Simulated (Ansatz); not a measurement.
Cost and result for the atomization energy of CH$_{5}$NO$_{2}$SSi (`N[Si]1(O)OCS1`) (11 atoms, 11 bonds).

```xyz
11

N    -0.148   -1.640   -0.900
Si   -0.308   -0.314    0.138
O    -1.226   -0.794    1.397
O     1.019    0.462    0.756
C     0.826    1.738    0.170
S    -0.685    1.510   -0.872
H    -0.090   -2.584   -0.557
H     0.267   -1.534   -1.811
H    -1.979   -1.353    1.199
H     0.647    2.495    0.935
H     1.677    2.014   -0.455
```

Charge 0, multiplicity 1. All single points use the PBE0-D4/def2-TZVP geometry. It is one conformer, not always the lowest. Program: Ansatz. All runs use 4 threads of an Intel Xeon 6975P-C on a shared host. Times are those of one run each, without the atoms' runs, and a repeat can differ threefold. Electronic energies, without spin–orbit coupling; frozen cores. CCSD(T)/CBS adds CCSD(T) − MP2 in def2-TZVPP to the MP2 limit, and its time is that of the two runs behind it. T1 = 0.012. B3LYP takes the VWN-RPA correlation (the form of Gaussian; ORCA's B3LYP/G).

CCSD(T)/CBS is a level of theory with its own doubt, some kJ/mol a heavy atom from the limit and from the frozen cores, so smaller differences don't rank the functionals.

```json
{"level": "revPBE-D4/def2-TZVPP", "functions": "278", "wall time": "1.6 s"}
{"level": "BLYP-D4/def2-TZVPP", "functions": "278", "wall time": "1.7 s"}
{"level": "PBE-D4/def2-TZVPP (with forces)", "functions": "278", "wall time": "2 s"}
{"level": "PBE0-D4/def2-TZVPP", "functions": "278", "wall time": "2.5 s"}
{"level": "BHLYP-D4/def2-TZVPP", "functions": "278", "wall time": "2.6 s"}
{"level": "CAM-B3LYP-D4/def2-TZVPP", "functions": "278", "wall time": "2.9 s"}
{"level": "B3LYP-D4/def2-TZVPP (with forces)", "functions": "278", "wall time": "3.8 s"}
{"level": "CCSD(T)/def2-SVP", "functions": "117", "wall time": "4.2 s"}
{"level": "B2PLYP/def2-TZVPP", "functions": "278", "wall time": "4.5 s"}
{"level": "ωB97X-V/def2-TZVPP", "functions": "278", "wall time": "4.8 s"}
{"level": "MP2/def2-QZVPP", "functions": "518", "wall time": "17 s"}
{"level": "CCSD(T)/def2-TZVPP", "functions": "278", "wall time": "69 s"}
{"level": "CCSD(T)/CBS(def2)", "functions": "–", "wall time": "86 s"}
```

Task: What atomization energy does each give, and how far from CCSD(T)/CBS? (Best estimate.)

Result: Computed: 
```json
{"level": "revPBE-D4/def2-TZVPP", "atomization (kJ/mol)": "4303.6", "difference from CCSD(T)/CBS": "-37.9", "per bond": "-3.4"}
{"level": "BLYP-D4/def2-TZVPP", "atomization (kJ/mol)": "4321.5", "difference from CCSD(T)/CBS": "-20.0", "per bond": "-1.8"}
{"level": "PBE-D4/def2-TZVPP (with forces)", "atomization (kJ/mol)": "4431.7", "difference from CCSD(T)/CBS": "90.2", "per bond": "8.2"}
{"level": "PBE0-D4/def2-TZVPP", "atomization (kJ/mol)": "4321.9", "difference from CCSD(T)/CBS": "-19.6", "per bond": "-1.8"}
{"level": "BHLYP-D4/def2-TZVPP", "atomization (kJ/mol)": "4144.6", "difference from CCSD(T)/CBS": "-196.9", "per bond": "-17.9"}
{"level": "CAM-B3LYP-D4/def2-TZVPP", "atomization (kJ/mol)": "4336.4", "difference from CCSD(T)/CBS": "-5.1", "per bond": "-0.5"}
{"level": "B3LYP-D4/def2-TZVPP (with forces)", "atomization (kJ/mol)": "4307.4", "difference from CCSD(T)/CBS": "-34.1", "per bond": "-3.1"}
{"level": "CCSD(T)/def2-SVP", "atomization (kJ/mol)": "3944.5", "difference from CCSD(T)/CBS": "-397.0", "per bond": "-36.1"}
{"level": "B2PLYP/def2-TZVPP", "atomization (kJ/mol)": "4268.0", "difference from CCSD(T)/CBS": "-73.5", "per bond": "-6.7"}
{"level": "ωB97X-V/def2-TZVPP", "atomization (kJ/mol)": "4352.8", "difference from CCSD(T)/CBS": "11.3", "per bond": "1.0"}
{"level": "MP2/def2-QZVPP", "atomization (kJ/mol)": "4405.2", "difference from CCSD(T)/CBS": "63.7", "per bond": "5.8"}
{"level": "CCSD(T)/def2-TZVPP", "atomization (kJ/mol)": "4190.2", "difference from CCSD(T)/CBS": "-151.3", "per bond": "-13.8"}
{"level": "CCSD(T)/CBS(def2)", "atomization (kJ/mol)": "4341.5", "difference from CCSD(T)/CBS": "0.0", "per bond": "0.0"}
```

At CCSD(T), def2-SVP lies −397.0 kJ/mol from the extrapolated value and def2-TZVPP −151.3 kJ/mol: correlation converges slowly with the basis, and small sets miss more of it in the bonded molecule than in its fragments. From r2SCAN to r2SCAN0 (25 % exact exchange), in def2-TZVPP and without D4, the atomization energy moves by −96.6 kJ/mol: exact exchange takes away binding that semilocal exchange gives to molecules. Leaving LDA and LC-ωPBE aside and taking each functional with its dispersion term where it has one, the values spread over 287.1 kJ/mol, from BHLYP-D4 to PBE-D4. LDA lies +640.3 kJ/mol from PBE without D4, its usual overbinding.
